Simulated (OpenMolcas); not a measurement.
Zr+.

* Program: OpenMolcas
* Method: RASSCF
* Basis: ANO-RCC-VTZP [7s6p4d2f1g]
* Scalar Hamiltonian: DKH2, point nucleus
* Active space: 3 electrons in 9 orbitals (RAS2 4d 5s; RAS3 5p, at most 2 electrons)
* State averaging: 2S+1 = 4 even, 20 roots; 2S+1 = 2 even, 70 roots kept (CI in the orbitals of an earlier block); 2S+1 = 4 odd, 45 roots; 2S+1 = 2 odd, 87 roots kept (CI in the orbitals of an earlier block, 80 in the spin-orbit step)
* Spin-orbit coupling: state interaction with AMFI integrals over the reference wave functions, term energies averaged over their components

Levels without dynamic correlation, in cm⁻¹ above 4d² 5s ⁴F_3/2:

```tsv
Level	E
4d² 5s ⁴P_1/2	8954
4d² 5s ²D_3/2	5752
4d² 5s ²F_5/2	7251
```

On this reference, MS-RASPT2, IPEA 0.25 Eh, imaginary shift 0.1 Eh (closed shells correlated: 4s 4p) puts 4d² 5s ⁴P_1/2 at 7790 cm⁻¹.

Estimate the other levels at that method by one scale factor, and say how well it serves.

The factor is 7790 / 8954 = 0.870. Scaled values beside those that MS-RASPT2 gives and measured ones (NIST Handbook of Basic Atomic Spectroscopic Data):
| Level | Scaled | MS-RASPT2 | Miss (%) | Measured |
| --- | --- | --- | --- | --- |
| 4d² 5s ²D_3/2 | 5004 | 3750 | +33.4 | 4248 |
| 4d² 5s ²F_5/2 | 6308 | 5820 | +8.4 | 5753 |
For these levels the scaled values miss MS-RASPT2 by up to 33.4 %, as correlation changes each term by its own factor, spin-orbit parts do not scale and CASPT2 has its own spread within terms. This holds within one configuration; levels of others move differently, and the target method has errors of its own against measurement.

Term energies are means over components that CASPT2 splits; among the terms shown or strongly mixed into the levels shown the widest spread is 880 cm-1 (4d² 5s ²F, MS-RASPT2). Some high roots are left out of the spin-orbit mixing, which shifts the levels that they would mix with. Terms from blocks run as CI alone lack orbitals of their own. Configurations are named by rounded mean occupations; where the s occupation lies near a half they are strongly mixed, a name can repeat and a true partner stay unpaired. Without dynamic correlation excited terms often stand tens of per cent too high (terms of higher spin than the ground term too low), and those without a measured partner can miss by more than the paired ones (holds for RASSCF). Blocks of more than 70 roots (2S+1 = 2 odd) ran without multistate coupling (holds for MS-RASPT2). The CASPT2 spread within a term exceeds the gap to the next term for 4d³ ⁴F and 4d² 5s ²D, so the order of their levels is uncertain, and so are names and mixing where such terms share a J (holds for MS-RASPT2). Measured partners are found by configuration, term and J. A level has none where our copy of the source lacks it or the pairing is in doubt (some pairs that miss far off the trend of their configuration count as doubtful), and it then counts in no deviation. Levels of configurations outside the active space are missing.
